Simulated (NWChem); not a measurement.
Species: C$_{4}$H$_{5}$F; SMILES C=C/C=C/F

```xyz
10

C     -0.2618     2.4588     0.0000
C      0.3816     1.2822     0.0000
C     -0.2761    -0.0148     0.0000
C      0.4005    -1.1665     0.0000
F     -0.2206    -2.3597     0.0000
H     -1.3478     2.5157     0.0000
H      0.2769     3.4012     0.0000
H      1.4719     1.2741     0.0000
H     -1.3635    -0.0490     0.0000
H      1.4829    -1.2632     0.0000
```
Atoms are numbered in this order, from 1.

Results from NWChem. Medium grid unless said otherwise, to which SCAN and Minnesota functionals are sensitive. The geometry was optimised at B3LYP/6-31G* (spherical d). Hybrids' shares of exact exchange are those that their runs print; pure functionals count as 0. The functionals differ in more than this share.

```
row               share of exact exchange  orbital gap (eV)
----------------  -----------------------  ----------------
PBE/def2-TZVP                        0.00              3.93
r2SCAN/def2-TZVP                     0.00              4.26
TPSSh/def2-TZVP                      0.10              4.86
B3LYP/def2-TZVP                      0.20          withheld
PBE0/def2-TZVP                       0.25              5.90
```

### Question
Fit a straight line of the last column on the one before it, predict the withheld value, and compare with the run.

### Answer

1. Means of the 4 shown rows: x = 0.087, y = 4.738. Slope Σ(x − x̄)(y − ȳ)/Σ(x − x̄)² = 0.3029/0.04188 = 7.233; intercept 4.105.
2. The shown rows scatter about the line by 0.118 (root mean square); the largest residual is -0.18, at PBE/def2-TZVP.
3. At x = 0.20 (B3LYP/def2-TZVP; inside the shown range) the line gives 5.55.
4. The run gives 5.48, -0.07 from the line, 0.6 times the scatter.
